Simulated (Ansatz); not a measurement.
One change: `CO[Si](N)(O)F` becomes `CO[Si](N)(O)[SiH3]`.

Ansatz, PBE0-D4/def2-TZVP geometries, multiplicity 1. Each molecule was computed in one conformer, which needn't be the lowest.

```csv
property,`CO[Si](N)(O)F`
HOMO–LUMO gap (B3LYP/def2-TZVPP) / eV,8.03
LUMO energy (B3LYP/def2-TZVPP) / eV,0.33
HOMO–LUMO gap (ωB97M-V/def2-TZVPP) / eV,12.55
LUMO energy (PBE/def2-TZVPP) / eV,-0.17
size of the dipole moment (ωB97M-V/def2-TZVPP) / D,1.22
HOMO–LUMO gap (PBE/def2-TZVPP) / eV,6.27
```

Task: Give the same properties after the change, and the shifts. (Best estimate.)

Result: Ansatz gave: 
```
                                          property  `CO[Si](N)(O)[SiH3]`  shift
             HOMO–LUMO gap (B3LYP/def2-TZVPP) / eV                  7.29  -0.74
               LUMO energy (B3LYP/def2-TZVPP) / eV                  0.24  -0.09
           HOMO–LUMO gap (ωB97M-V/def2-TZVPP) / eV                 11.51  -1.04
                 LUMO energy (PBE/def2-TZVPP) / eV                 -0.40  -0.23
size of the dipole moment (ωB97M-V/def2-TZVPP) / D                  1.36   0.14
               HOMO–LUMO gap (PBE/def2-TZVPP) / eV                  5.58  -0.69
```

With PBE0 the HOMO rises by 0.71 eV and the LUMO falls by 0.26 eV, so the gap narrows by about 0.97 eV. PBE moves the HOMO by 0.46 eV and ωB97M-V by 0.97 eV. Dipoles are sizes alone; their direction can turn.

Positive LUMOs are unbound, so they and the gaps depend on the basis.

B3LYP here is the variant with VWN-RPA as its local correlation; programs differ in this.
